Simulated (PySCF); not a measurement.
PySCF input for CHCl2, SMILES Cl[CH]Cl, multiplicity 2, r2SCAN-D4/def2-TZVP. Geometry optimised at r2SCAN-D4/def2-TZVP. The isomer is the one that the SMILES or the coordinates give; other isomers of the formula were not compared.

```python
import numpy as np
from pyscf import gto, scf, dft, df
from pyscf.hessian import thermo

mol = gto.M(
    atom='''
    Cl   -0.00844782    0.17055141   -1.46774473
    C     0.08743695   -0.68117721    0.00000000
    Cl   -0.00844782    0.17055141    1.46774473
    H    -0.23739600   -1.71168480    0.00000000
    ''',
    basis='def2-TZVP',
    charge=0,
    spin=1,
    max_memory=1600,
    verbose=3,
)
mf = dft.UKS(mol, xc='r2scan').density_fit(auxbasis='def2-universal-jkfit')
mf.disp = 'd4'
mf.grids.level = 4
mf.conv_tol = 1e-11
mf.max_cycle = 100
mf.kernel()
fine, coarse = mf.grids, dft.Grids(mol).set(level=1).build(with_non0tab=True)
for _ in range(3):  # follow internal instabilities
    mf.grids = coarse
    mo, _, stable, _ = mf.stability(return_status=True, nroots=4)
    mf.grids = fine
    if stable:
        break
    mf.kernel(mf.make_rdm1(mo, mf.mo_occ))

# [left out here: the lines that compute and print the analytic Hessian (its translational invariance restored by hand, since the grid's response is missing), thermochemistry and intensities]
```

Log of the run:

```

WARN: HOMO -0.174249935806291 >= LUMO -0.174249935806301

converged SCF energy = -959.006382970919  <S^2> = 0.75710048  2S+1 = 2.0070879
<class 'pyscf.df.df_jk.DFUKS'> wavefunction is stable in the internal stability analysis

WARN: MGGA Hessian is sensitive to dft grids. grids.level 4 may not be dense enough.


WARN: DFTD4 does not support analytical Hessian, using finite difference.


WARN: Mole.unit (angstrom) is changed to Bohr

Mode                                 0                   1                   2
Irrep
Freq [cm^-1]                      304.9876            419.6308            758.5560
Reduced mass [au]                  16.1406              1.5438              5.8096
Force const [Dyne/A]                0.8846              0.1602              1.9696
Char temp [K]                     438.8093            603.7553           1091.3932
Normal mode                   x     y     z       x     y     z       x     y     z
       0  Cl                -0.00  0.02  0.10   -0.01  0.00 -0.03   -0.00  0.04 -0.05
       1   C                 0.04 -0.12 -0.00    0.15 -0.04 -0.00   -0.01 -0.22 -0.00
       2  Cl                -0.00  0.02 -0.10   -0.01  0.00  0.03   -0.00  0.04  0.05
       3   H                -0.14 -0.06  0.00   -0.75  0.23  0.00    0.18 -0.29  0.00
Mode                                 3                   4                   5
Irrep
Freq [cm^-1]                      883.9271           1231.4307           3217.3369
Reduced mass [au]                   7.9850              1.0986              1.0885
Force const [Dyne/A]                3.6758              0.9816              6.6386
Char temp [K]                    1271.7743           1771.7546           4629.0314
Normal mode                   x     y     z       x     y     z       x     y     z
       0  Cl                -0.00  0.03 -0.05   -0.00 -0.01 -0.00    0.00 -0.00  0.00
       1   C                 0.00 -0.00  0.25    0.00 -0.00  0.08    0.02  0.08 -0.00
       2  Cl                 0.00 -0.03 -0.05    0.00  0.01 -0.00    0.00 -0.00 -0.00
       3   H                -0.00 -0.00  0.24   -0.00 -0.00 -0.95   -0.28 -0.91 -0.00
temperature 298.1500 [K]
pressure 101325.00 [Pa]
Rotational constants [GHz] 47.29789 3.30584 3.09505
Symmetry number 1
Zero-point energy (ZPE) 0.01553 [Eh]   40767.950 [J/mol]
                           tot       elec      trans        rot        vib
Entropy [J/mol/K]       281.564      5.763    163.994    100.462     11.345
Cv [J/mol/K]             43.859      0.000     12.472     12.472     18.916
Cp [J/mol/K]             52.173      0.000     20.786     12.472     18.916
Internal energy [J/mol]                      3718.434   3718.434  43047.078
Internal energy [Eh]   -958.98715  -959.00638
Enthalpy [J/mol]                             6197.391   3718.434  43047.078
Enthalpy [Eh]          -958.98621
Gibbs free energy [J/mol]                  -42697.290 -26234.418  39664.511
Gibbs free energy [Eh] -959.01818
mode   freq/cm-1   IR/(km/mol)
   1      304.99         1.187
   2      419.63        25.292
   3      758.56        12.072
   4      883.93       176.037
   5     1231.43        38.261
   6     3217.34         0.775
max |gradient| / (hartree/bohr): 0.00026317702693503815
APT charges: [-0.2845  0.5318 -0.2845  0.035 ]
```

The calculation finished and met its thresholds.
